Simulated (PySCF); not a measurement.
# State search for GeI⁺

Unrestricted PBE0; basis Ge def2-SVP, I def2-SVP with ECP28; scalar-relativistic core potentials; PySCF 2.14. Outer shells of the fragments: Ge+ 3d10 4s2 4p1; I 4d10 5s2 5p5.

Followed along the bond (rough minima from three points):

```json
{"2Ms+1": "1", "unpaired": "none", "⟨S²⟩ at the start": "0.00", "R at minimum (Å)": "2.41", "Te (eV)": "0.00"}
{"2Ms+1": "3", "unpaired": "π ↑↑", "⟨S²⟩ at the start": "2.01", "R at minimum (Å)": "none in the scan", "Te (eV)": "≤ 2.58"}
```

Solutions found at the starting distance of 2.570 Å, counted from the lowest of them; the search is not exhaustive and high or unbound solutions are not listed, so other states can lie among these:

```json
{"2Ms+1": "1", "unpaired": "none", "term": "¹Σ⁺", "E (eV)": "0.00", "⟨S²⟩": "0.00", "⟨Lz²⟩": "0.00", "μ (D)": "-4.70"}
{"2Ms+1": "3", "unpaired": "π ↑↑", "term": "mixed", "E (eV)": "2.60", "⟨S²⟩": "2.01", "⟨Lz²⟩": "2.01", "μ (D)": "-1.09"}
{"2Ms+1": "3", "unpaired": "π ↑↑", "term": "mixed", "E (eV)": "2.78", "⟨S²⟩": "2.01", "⟨Lz²⟩": "2.01", "μ (D)": "-1.22"}
{"2Ms+1": "1", "unpaired": "π ↑↓", "term": "mixed", "E (eV)": "2.80", "⟨S²⟩": "1.01", "⟨Lz²⟩": "2.01", "μ (D)": "-1.25"}
{"2Ms+1": "3", "unpaired": "σ ↑, π ↑", "term": "³Π", "E (eV)": "2.96", "⟨S²⟩": "2.01", "⟨Lz²⟩": "1.01", "μ (D)": "-3.32"}
{"2Ms+1": "1", "unpaired": "σ ↓, π ↑", "term": "mixed", "E (eV)": "3.24", "⟨S²⟩": "1.01", "⟨Lz²⟩": "1.01", "μ (D)": "-3.10"}
{"2Ms+1": "3", "unpaired": "σ ↑, π ↑", "term": "³Π", "E (eV)": "5.04", "⟨S²⟩": "2.00", "⟨Lz²⟩": "1.01", "μ (D)": "-2.00"}
{"2Ms+1": "3", "unpaired": "σ ↑↑", "term": "³Σ⁺", "E (eV)": "5.17", "⟨S²⟩": "2.00", "⟨Lz²⟩": "0.00", "μ (D)": "-3.61"}
{"2Ms+1": "1", "unpaired": "σ ↓, π ↑", "term": "mixed", "E (eV)": "5.18", "⟨S²⟩": "1.01", "⟨Lz²⟩": "1.01", "μ (D)": "-2.08"}
{"2Ms+1": "1", "unpaired": "σ ↓, π ↑↑↓", "term": "mixed", "E (eV)": "7.02", "⟨S²⟩": "2.01", "⟨Lz²⟩": "3.02", "μ (D)": "1.33"}
```

A term symbol is given only where ⟨S²⟩ and ⟨Lz²⟩ are close to those of a pure state; real π, δ and φ orbitals otherwise mix terms. A positive dipole points towards I; it is taken about the centre of mass and depends on that origin.

Spin–orbit coupling is left out. Counting both spins, an empty level lies below a filled one in some of these solutions, because spin and occupation are held.
